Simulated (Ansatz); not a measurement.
Geometry optimisation, RKS PBE/def2-SVP (Ansatz 0.2.0).

The input (input.yaml):

```yaml
crystal:
  periodic: [false, false, false]
  atoms:
    - { symbol: Ge, position_ang: [0.0, 0.0, 0.0] }
    - { symbol: Ge, position_ang: [0.0, 0.0, 2.75] }
    - { symbol: H, position_ang: [-1.3958, -0.4318, 3.2674] }
    - { symbol: H, position_ang: [1.0719, -0.9929, 3.2674] }
    - { symbol: H, position_ang: [0.324, 1.4247, 3.2674] }
    - { symbol: F, position_ang: [1.5842, 0.0, -0.5594] }
    - { symbol: O, position_ang: [-0.8337, 1.4443, -0.5894] }
    - { symbol: H, position_ang: [-1.7915, 1.2136, -0.8118] }
    - { symbol: H, position_ang: [-0.73, -1.2648, -0.5162] }
    - { symbol: Cl, position_ang: [1.3153, -1.9973, 0.7946] }
    - { symbol: H, position_ang: [0.8456, -1.284, 2.0735] }
basis:
  gaussian: { orbitals: def2-SVP }
hamiltonian:
  xc: pbe
relax:
  f_tol: 0.15
  max_steps: 25
  restrain:
    - { distance: [0, 9], at: 3.42, k: 30.0 }
    - { distance: [10, 1], at: 2.75, k: 30.0 }
    - { distance: [0, 1], at: 2.4, k: 30.0 }
    - { distance: [10, 9], at: 1.37, k: 30.0 }
```

Launched with:

```bash
$ ansatz run input.yaml --threads 4 --pin off --max-ram 5120MiB --backend cpu --events-out ev --progress --plain --runs-dir out
```

**Question.** Where does it end, and by what steps?

**Answer.** It converged. The restraints hold the end off the free minimum; the threshold counts their pulls, which the force column leaves out. Restrained pairs: Ge1–Cl10 (2.52 → 3.42 Å), Ge2–H11 (1.68 → 2.75 Å), Ge1–Ge2 (2.75 → 2.41 Å), Cl10–H11 (1.54 → 1.34 Å). After 11 steps the energy has fallen by 2.758 eV (the restraints' own energy left out); H11 moved furthest, 1.01 Å.

```csv
step,energy less start (eV),largest force component (eV/Å),accepted
0,0.0000,2.842,yes
1,-1.1843,2.854,yes
2,-1.3526,4.383,yes
3,-1.6188,3.385,yes
4,-2.3264,1.626,yes
5,-2.5523,1.009,yes
6,-2.6612,0.787,yes
7,-2.6943,0.838,yes
8,-2.7309,0.752,yes
9,-2.7457,0.702,yes
10,-2.7574,0.648,yes
11,-2.7576,0.685,yes
```

```xyz
11
Properties=species:S:1:pos:R:3
Ge -0.226 0.062 0.180
Ge -0.080 0.148 2.583
H -1.244 -0.626 3.254
H 1.255 -0.502 3.065
H -0.071 1.622 3.059
F 1.391 0.372 -0.471
O -1.217 1.514 -0.188
H -1.387 1.602 -1.148
H -0.758 -1.177 -0.582
Cl 1.162 -2.914 1.153
H 1.565 -1.989 2.038
```

The run took 24 s on 4 threads of Intel(R) Xeon(R) Platinum 8259CL CPU @ 2.50GHz (Skylake/Cascade Lake) (shared host), peak memory 0.24 GiB.
